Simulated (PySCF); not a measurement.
Ga₃S⁺ (singlet). Level of theory: PBE0 in PySCF with S def2-SVP, Ga def2-SVP; no relativity; density-fitted integrals.

Harmonic bands of its minimum:

```tsv
ω (cm⁻¹)	IR (km/mol, summed over degenerate members)	degeneracy
48	1.0	2
57	5.1	1
169	0.0	1
278	445	2
```

The central atom is S. Infer the point group and assign the bands.

D3h. The modes span 2e' + a2'' + a1': 48 e', 57 a2'', 169 a1', 278 e'. The computed geometry has S–Ga 2.458 Å (×3); Ga–S–Ga 120.0° (×3).

Other isomers or separated fragments may lie lower.
